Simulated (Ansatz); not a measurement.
`c1ccc2scnc2c1`: measurement beside calculation (Ansatz, PBE0-D4/def2-TZVP geometry).

```xyz
14

C    -1.654   -0.952   -0.222
C    -1.356   -0.269   -1.405
C    -0.214    0.499   -1.517
C     0.632    0.573   -0.416
S     2.115    1.432   -0.228
C     2.222    0.822    1.392
N     1.269    0.055    1.786
C     0.343   -0.110    0.781
C    -0.816   -0.880    0.871
H    -2.558   -1.547   -0.165
H    -2.031   -0.342   -2.249
H     0.013    1.027   -2.435
H     3.066    1.095    2.014
H    -1.034   -1.404    1.793
```

Measured: 3174.63026 ± 9.8e-05 MHz (A0, main isotopologue, vibrational ground state, molecular jet Fourier transform microwave spectroscopy); 1341.764826 ± 6.7e-05 MHz (B0, main isotopologue, vibrational ground state, molecular jet Fourier transform microwave spectroscopy); 943.23272 ± 2.8e-05 MHz (C0, main isotopologue, vibrational ground state, molecular jet Fourier transform microwave spectroscopy). Source: The Microwave Rotational Electric Resonance (RER) Spectrum of Benzothiazole, 2023 (pmc:10146593).

| constant | measured (MHz) | computed (MHz) | error (%) |
| --- | --- | --- | --- |
| A | 3175 | 3216 | 1.3 |
| B | 1342 | 1355 | 1.0 |
| C | 943 | 953 | 1.1 |

Computed constants are equilibrium values for the main isotopes; measured ground-state ones include zero-point motion, which usually lowers them by up to about 1 %.
